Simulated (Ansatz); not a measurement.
`C[SiH2][SiH2]F`, charge 0, multiplicity 1.

Give a relaxed structure at PBE0-D4/def2-TZVP (Ansatz 0.2.0). (Estimate.)

The calculation gave: 
Cartesian coordinates in Å:
```
C -0.094 1.576 0.728
Si -0.494 0.349 -0.635
Si 0.483 -1.728 -0.157
F 0.151 -2.786 -1.321
H -0.477 1.231 1.691
H 0.985 1.718 0.822
H -0.545 2.547 0.513
H 0.023 0.837 -1.944
H -1.968 0.173 -0.762
H 1.965 -1.625 -0.056
H -0.029 -2.293 1.121
```
Point group Cs.
This is one stationary point; other conformers may exist.
